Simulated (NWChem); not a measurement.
Molecule: CHAlF4O; SMILES F[C](F)([Al]([OH])[F])F

```xyz
8

Al    -0.1511     0.9521    -0.0015
C      0.0692    -1.0476     0.0007
F      1.3720    -1.4389     0.0032
F     -0.5127    -1.6154    -1.0949
F     -0.5165    -1.6132     1.0954
F      1.1978     1.9399     0.0009
O     -1.7419     1.5469    -0.0052
H     -1.9980     2.4820    -0.0063
```
Atoms are numbered in this order, from 1.

Results from NWChem. Pople sets run with spherical d functions. Structure relaxed at the PBE-D3(BJ)/def2-SVP level. Vzz is the largest principal value of the second derivative of the potential at the nucleus (NWChem prints the opposite sign); η is the asymmetry. Non-relativistic.

| level | Vzz Al1 (a.u.) | η Al1 | Vzz O7 (a.u.) | η O7 | relative time |
|---|---|---|---|---|---|
| PBE/cc-pVTZ | 1.087 | 0.25 | 1.295 | 0.13 | 5 |
| PBE/def2-SVP | 0.784 | 0.29 | 1.325 | 0.15 | 1 |
| B3LYP/6-31G* | 0.806 | 0.28 | 1.327 | 0.17 | 1 |
| B3LYP/def2-TZVP | 1.090 | 0.25 | 1.340 | 0.12 | 5 |

Relative times are rough (shared machine, one core).
